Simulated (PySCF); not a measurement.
Record of a relaxation.

Compound: C₂H₅NO₂Si.
SMILES with atom numbers: `[O:1]=[CH:2]/[CH:3]=[N:4]\[SiH2:5][OH:6]` (hydrogens: H7 on C2; H8 on C3; H9, H10 on Si5; H11 on O6)

Computed by this run: PBE0-D3(BJ)/def2-SVP geometry optimisation, gas phase (PySCF); density fitting, grid level 1; the optimiser is geomeTRIC in internal coordinates, started from a GFN2-xTB structure with every atom displaced at random (about 0.01 Å). The frame can shift and turn from step to step; on so coarse a grid that alone can change the energy by a few meV, and forces under 0.02 eV/Å are noise.

Step 0: E = -15597.0765 eV, largest atomic force 3.570 eV/Å
```
atom  x, y, z in Å  |  force x, y, z in eV/Å
O1     -1.188   -1.474    0.744   -1.163   1.689  -0.923
C2     -1.841   -0.563    0.225    1.572  -1.427   0.875
C3     -1.196    0.701   -0.207    3.516  -0.150   0.596
N4      0.092    0.877   -0.090   -3.502   0.226  -0.631
Si5     1.204   -0.281    0.558    0.266   0.231   0.925
O6      2.653    0.395    0.252    1.224  -0.498  -0.219
H7     -2.914   -0.631    0.059   -0.849  -0.299  -0.014
H8     -1.791    1.498   -0.610   -0.795   0.673  -0.383
H9      1.286   -1.533   -0.120   -0.103  -1.155  -0.530
H10     0.968   -0.347    2.018   -0.132  -0.110   0.245
H11     2.764    1.333    0.235   -0.034   0.821   0.060
```

Step 1: E = -15597.3055 eV, largest atomic force 0.476 eV/Å
```
atom  x, y, z in Å  |  force x, y, z in eV/Å
O1     -1.355   -1.348    0.894    0.183  -0.179  -0.188
C2     -1.883   -0.545    0.170   -0.298   0.204   0.311
C3     -1.143    0.680   -0.303    0.130   0.205  -0.015
N4      0.091    0.857   -0.100   -0.158  -0.191  -0.048
Si5     1.255   -0.282    0.622   -0.023   0.206  -0.070
O6      2.744    0.395    0.334    0.090   0.013  -0.025
H7     -2.970   -0.630   -0.093    0.156  -0.003  -0.106
H8     -1.756    1.467   -0.794    0.036  -0.129   0.010
H9      1.273   -1.585   -0.088   -0.033  -0.044   0.041
H10     0.980   -0.390    2.079   -0.001   0.025   0.056
H11     2.801    1.356    0.342   -0.082  -0.107   0.035
```

Step 2: E = -15597.3162 eV, largest atomic force 0.305 eV/Å
```
atom  x, y, z in Å  |  force x, y, z in eV/Å
O1     -1.225   -1.406    0.736   -0.087   0.015   0.088
C2     -1.838   -0.553    0.147   -0.224   0.048  -0.121
C3     -1.159    0.723   -0.277    0.004  -0.090   0.230
N4      0.078    0.883   -0.090    0.111   0.202   0.040
Si5     1.219   -0.260    0.655   -0.034  -0.165  -0.254
O6      2.728    0.338    0.308    0.061   0.017  -0.011
H7     -2.919   -0.674   -0.108    0.039  -0.031   0.020
H8     -1.795    1.514   -0.722    0.059  -0.069  -0.070
H9      1.166   -1.600    0.016    0.160   0.007   0.026
H10     0.971   -0.284    2.123   -0.064   0.045   0.018
H11     2.811    1.295    0.275   -0.024   0.019   0.034
```

Step 3: E = -15597.3274 eV, largest atomic force 0.220 eV/Å
```
atom  x, y, z in Å  |  force x, y, z in eV/Å
O1     -1.318   -1.434    0.743   -0.011   0.026   0.036
C2     -1.884   -0.554    0.145    0.106  -0.066  -0.018
C3     -1.151    0.697   -0.265   -0.055   0.179   0.076
N4      0.086    0.864   -0.083   -0.021  -0.106   0.120
Si5     1.250   -0.261    0.654   -0.027  -0.048  -0.213
O6      2.746    0.365    0.302    0.042  -0.020  -0.014
H7     -2.964   -0.634   -0.130    0.010   0.027   0.006
H8     -1.771    1.497   -0.716   -0.004  -0.027  -0.078
H9      1.227   -1.603    0.019    0.059  -0.007   0.043
H10     1.007   -0.286    2.124   -0.073   0.020   0.008
H11     2.808    1.324    0.268   -0.026   0.024   0.034
```

Step 4: E = -15597.3315 eV, largest atomic force 0.198 eV/Å
```
atom  x, y, z in Å  |  force x, y, z in eV/Å
O1     -1.296   -1.387    0.809    0.052   0.022  -0.061
C2     -1.868   -0.538    0.175   -0.133  -0.007  -0.071
C3     -1.153    0.708   -0.281    0.091  -0.112   0.136
N4      0.085    0.861   -0.096    0.055   0.038  -0.126
Si5     1.243   -0.279    0.622   -0.068   0.064   0.108
O6      2.741    0.371    0.324    0.034  -0.033  -0.054
H7     -2.945   -0.637   -0.097   -0.031  -0.004   0.032
H8     -1.771    1.489   -0.765    0.008   0.006   0.010
H9      1.256   -1.611   -0.033   -0.011   0.002  -0.005
H10     0.958   -0.333    2.085    0.019   0.005   0.003
H11     2.787    1.332    0.320   -0.017   0.018   0.028
```

Step 5: E = -15597.3344 eV, largest atomic force 0.159 eV/Å
```
atom  x, y, z in Å  |  force x, y, z in eV/Å
O1     -1.285   -1.401    0.766   -0.085  -0.115   0.012
C2     -1.876   -0.544    0.159    0.142   0.059   0.039
C3     -1.153    0.706   -0.270   -0.061   0.049  -0.070
N4      0.087    0.859   -0.097    0.008  -0.005  -0.020
Si5     1.244   -0.276    0.630   -0.051   0.000   0.034
O6      2.743    0.368    0.317    0.026  -0.012  -0.040
H7     -2.959   -0.634   -0.094    0.009  -0.018   0.014
H8     -1.769    1.493   -0.746    0.004   0.025   0.006
H9      1.253   -1.616   -0.007    0.016   0.002  -0.001
H10     0.963   -0.309    2.095   -0.004   0.000   0.001
H11     2.788    1.328    0.310   -0.006   0.014   0.025
```

Step 6: E = -15597.3313 eV, largest atomic force 0.207 eV/Å
```
atom  x, y, z in Å  |  force x, y, z in eV/Å
O1     -1.318   -1.453    0.724    0.127   0.163  -0.018
C2     -1.875   -0.552    0.150   -0.159  -0.066   0.030
C3     -1.149    0.702   -0.265    0.006  -0.035   0.001
N4      0.092    0.856   -0.102    0.018  -0.030   0.084
Si5     1.249   -0.268    0.638    0.058  -0.047  -0.068
O6      2.747    0.369    0.310    0.005   0.006  -0.015
H7     -2.964   -0.611   -0.090   -0.017   0.032  -0.038
H8     -1.768    1.498   -0.724   -0.023  -0.025  -0.007
H9      1.259   -1.617    0.018    0.020   0.002   0.013
H10     0.972   -0.280    2.103   -0.041  -0.003  -0.005
H11     2.791    1.330    0.302    0.004   0.003   0.023
```

Step 7: E = -15597.3358 eV, largest atomic force 0.032 eV/Å
```
atom  x, y, z in Å  |  force x, y, z in eV/Å
O1     -1.297   -1.428    0.738    0.016   0.021   0.005
C2     -1.875   -0.546    0.155   -0.020  -0.002   0.018
C3     -1.151    0.705   -0.271    0.009   0.001  -0.010
N4      0.090    0.854   -0.105   -0.013  -0.005   0.020
Si5     1.246   -0.274    0.632    0.006  -0.022  -0.022
O6      2.746    0.369    0.316    0.004   0.004  -0.021
H7     -2.964   -0.618   -0.082    0.000   0.003  -0.010
H8     -1.769    1.497   -0.735   -0.001  -0.004  -0.002
H9      1.263   -1.619    0.006    0.015   0.001   0.003
H10     0.960   -0.295    2.096   -0.018  -0.001  -0.003
H11     2.788    1.330    0.314    0.004   0.002   0.022
```

Step 8: E = -15597.3367 eV, largest atomic force 0.023 eV/Å
```
atom  x, y, z in Å  |  force x, y, z in eV/Å
O1     -1.291   -1.416    0.752   -0.004  -0.006   0.004
C2     -1.875   -0.541    0.163    0.005  -0.002  -0.016
C3     -1.151    0.704   -0.279   -0.015   0.007   0.016
N4      0.091    0.852   -0.113    0.012   0.001  -0.020
Si5     1.245   -0.278    0.624   -0.004  -0.004   0.018
O6      2.745    0.370    0.322   -0.003   0.000  -0.021
H7     -2.964   -0.617   -0.070    0.000   0.002   0.007
H8     -1.768    1.495   -0.747   -0.001  -0.001  -0.004
H9      1.271   -1.619   -0.010    0.004   0.002  -0.004
H10     0.947   -0.308    2.085    0.001   0.001   0.000
H11     2.786    1.331    0.336    0.005   0.000   0.020
```

Step 9: E = -15597.3371 eV, largest atomic force 0.022 eV/Å
```
atom  x, y, z in Å  |  force x, y, z in eV/Å
O1     -1.290   -1.413    0.754   -0.005  -0.013  -0.006
C2     -1.875   -0.539    0.165    0.004   0.011   0.005
C3     -1.151    0.704   -0.283    0.001  -0.002   0.008
N4      0.091    0.851   -0.120   -0.004   0.003  -0.021
Si5     1.245   -0.279    0.619   -0.002   0.000   0.020
O6      2.746    0.370    0.324   -0.009   0.002  -0.018
H7     -2.966   -0.612   -0.060    0.002  -0.002   0.000
H8     -1.768    1.494   -0.753    0.002   0.000   0.000
H9      1.275   -1.619   -0.018    0.000   0.001  -0.004
H10     0.942   -0.313    2.080    0.004   0.003   0.001
H11     2.788    1.331    0.353    0.008  -0.003   0.017
```

Q: Summarise the path.

A: The energy falls by 6.01 kcal/mol from step 0 to step 9; nine tenths of that is first reached at step 2. It rises by more than 0.2 meV at step 6. The largest force goes from 3.570 to 0.022 eV/Å. Among the bonds Si5–H9 changes most, from 1.426 to 1.484 Å; the atoms move by 0.056 Å rms after alignment.

Q: Follow the three bonds and two angles with the largest change from start to end.

A: 
| step | E above end (kcal/mol) | largest force (eV/Å) | Si5–H9 (Å) | N4–Si5 (Å) | C3=N4 (Å) | Si5–O6–H11 (°) | C2–C3–H8 (°) |
| --- | --- | --- | --- | --- | --- | --- | --- |
| 0 | 6.01 | 3.570 | 1.426 | 1.731 | 1.306 | 121.4 | 120.1 |
| 1 | 0.73 | 0.476 | 1.484 | 1.781 | 1.264 | 117.3 | 116.3 |
| 2 | 0.48 | 0.305 | 1.485 | 1.778 | 1.261 | 116.4 | 117.3 |
| 3 | 0.22 | 0.220 | 1.485 | 1.779 | 1.262 | 116.2 | 116.0 |
| 4 | 0.13 | 0.198 | 1.484 | 1.777 | 1.261 | 115.8 | 116.8 |
| 5 | 0.06 | 0.159 | 1.484 | 1.776 | 1.261 | 115.5 | 116.4 |
| 6 | 0.13 | 0.207 | 1.484 | 1.775 | 1.261 | 115.2 | 116.3 |
| 7 | 0.03 | 0.032 | 1.484 | 1.776 | 1.261 | 115.2 | 116.4 |
| 8 | 0.01 | 0.023 | 1.484 | 1.776 | 1.261 | 115.2 | 116.5 |
| 9 | 0.00 | 0.022 | 1.484 | 1.776 | 1.261 | 115.1 | 116.5 |

The cost below is that of the whole optimisation. The run took 51 s wall on one thread, Arm Neoverse V1 (aarch64), shared host with 32 logical CPUs at a one-minute load of 36, and the process peaked at 0.47 GiB of memory.
